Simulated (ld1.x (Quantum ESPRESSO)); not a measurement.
calcium (Ca): ultrasoft pseudisation with PBEsol, scalar-relativistic reference atom.

```
Element                 : calcium
Generator               : ld1.x (Quantum ESPRESSO) 7.5
Type                    : ultrasoft
Functional              : PBEsol
Relativity              : scalar-relativistic
Frozen core             : [Ar]
Valence charge          : 2
Reference configuration : 3d0 4s1 4p0 (charge +1)
Partial waves           : 4s (bound): rcut 2.60, rcutus 3.60 bohr; 4s channel at 0.9 Ry: rcut 2.60, rcutus 3.60 bohr; 4p (bound, empty): rcut 2.30, rcutus 3.15 bohr; 4p channel at 0.3 Ry: rcut 2.30, rcutus 3.15 bohr; 3d (bound, empty): rcut 2.60, rcutus 3.45 bohr; 3d channel at 0.05 Ry: rcut 2.60, rcutus 3.45 bohr
Local potential         : all-electron potential smoothed inside 3.00 bohr (lloc = -1)
Core correction         : Bessel-smoothed model core inside 1.90 bohr
Augmentation charge     : PSQ, inside the norm-conserving radii
```

All-electron outer shells of the reference configuration (PBEsol, scalar-relativistic, ld1.x):

```json
{"shell": "3p", "level (eV)": "-34.83", "outermost node (bohr)": "0.42", "outermost maximum (bohr)": "1.04"}
{"shell": "4s", "level (eV)": "-8.94", "outermost node (bohr)": "1.42", "outermost maximum (bohr)": "3.17"}
{"shell": "3d", "level (eV)": "-8.34", "outermost node (bohr)": "–", "outermost maximum (bohr)": "1.24"}
{"shell": "4p", "level (eV)": "-5.91", "outermost node (bohr)": "1.60", "outermost maximum (bohr)": "3.83"}
```

(1) Estimate the cutoffs (Ry, on a coarse ladder) from which the occupation-weighted sum of valence levels, in a spherical-Bessel basis at the reference potential, stays within 10 and 1 mRy of its value at 400 Ry.

(2) Does the potential have ghost states?

(3) Is the overlap operator S = 1 + Σ q|β⟩⟨β| positive definite (Bessel basis up to 400 Ry)?

## Answers

(1) 6 Ry and 6 Ry.

(2) No extra level below or beside the all-electron valence levels (s, p, d, f tested). The logarithmic derivative shows an extra or strongly shifted pseudo pole above the reference energy (p near 1.31 Ry).

(3) Yes: its lowest eigenvalue is 0.64 (p channel).

Test run stopped at test 1 of 7 (negative rho).
